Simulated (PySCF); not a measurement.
# Radial density of Br³⁺ (bromine, charge +3)

UHF, [Ar] 3d10 4s2 4p2, high-spin 3P determinant. All numbers are calculated (PySCF 2.14, scalar relativity through the core potential, in cc-pVDZ-PP with ECP10MDF (4s3p2d, 23 functions)). This is the valence pseudo-density: the core potential removes the inner electrons and smooths the orbitals near the nucleus.

```
r (bohr)  4πr²ρ (e/bohr)  4πr²(ρα − ρβ)
0.000635       2.399e-05         0.0000
 0.00107       6.778e-05         0.0000
 0.00180       0.0001909         0.0000
 0.00302       0.0005336         0.0000
 0.00508        0.001459         0.0000
 0.00855        0.003763         0.0000
  0.0144        0.008473         0.0000
  0.0242         0.01558         0.0000
  0.0407         0.03149         0.0001
  0.0684          0.1530         0.0003
   0.115           1.252         0.0020
   0.194           7.360         0.0300
   0.326           25.88         0.2236
   0.548           31.42         0.1288
   0.921           8.813         0.3374
    1.55           3.363         1.4419
    2.61          0.6560         0.4245
    4.38         0.01182         0.0089
```

Energies and moments cover only the electrons outside the core potential.
